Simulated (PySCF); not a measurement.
**Spinor energies of Pm²⁹⁺ (promethium, charge +29)**

Start: [Ar] 3d10 4s2 4p2; 4p1/2 filled at m_j = -1/2, +1/2. Calculated with PySCF 2.14 in an even-tempered Gaussian basis (17 s from 2.6 bohr⁻², ratio 2.8; 13 p from 3.4 bohr⁻², ratio 2.8; 8 d from 6 bohr⁻², ratio 2.8; 4 f from 16 bohr⁻², ratio 3): generalised Hartree-Fock with the X2C-1e Hamiltonian and a Gaussian nucleus; one run each with spin-orbit coupling (SO) switched off, then screened by Boettger's factors.

| spinor shell | electrons | ε, spin-free (eV) | ε, screened SO (eV) | weight of nominal j (screened SO) | rms radius, screened SO (bohr) |
| --- | --- | --- | --- | --- | --- |
| 1s1/2 | 2 | -46452.9 | -46442.9 | 1.000 | 0.0264 |
| 2s1/2 | 2 | -8524.7 | -8520.2 | 1.000 | 0.107 |
| 2p1/2 | 2 | -7719.0 | -8112.9 | 1.000 | 0.0917 |
| 2p3/2 | 4 | -7719.0 | -7544.5 | 1.000 | 0.0978 |
| 3s1/2 | 2 | -2657.6 | -2655.0 | 1.000 | 0.274 |
| 3p1/2 | 2 | -2397.0 | -2481.1 | 1.000 | 0.265 |
| 3p3/2 | 4 | -2397.0 | -2357.2 | 1.000 | 0.278 |
| 3d3/2 | 4 | -2049.2 | -2063.0 | 1.000 | 0.248 |
| 4s1/2 | 2 | -1175.4 | -1174.3 | 1.000 | 0.587 |
| 4p1/2 | 2 | -1090.8 | -1109.9 | 1.000 | 0.587 |

Problem. Where does 3d5/2 lie, and what is the 3d spin-orbit splitting (screened SO)?

Solution. At -2036.2 eV, 26.884 eV above 3d3/2.

| quantity | spin-free | screened SO |
| --- | --- | --- |
| E (hartree) | -9581.39777 | -9588.17787 |
| M_J | 0 | 0 |
| ⟨J²⟩ | 2.002 | 0.000 |
| ⟨L²⟩ | 2.001 | 1.353 |
| ⟨S²⟩ | 2.000 | 1.353 |

Breit and QED terms are absent; they matter most for the inner s and p1/2 levels.

Densities and radii are taken from the X2C orbitals without a picture-change correction, which distorts them close to the nucleus.

Without spin-orbit coupling the j labels of p, d and f shells carry no meaning; the spin-free column gives the mean over the occupied spinors of each nl shell.
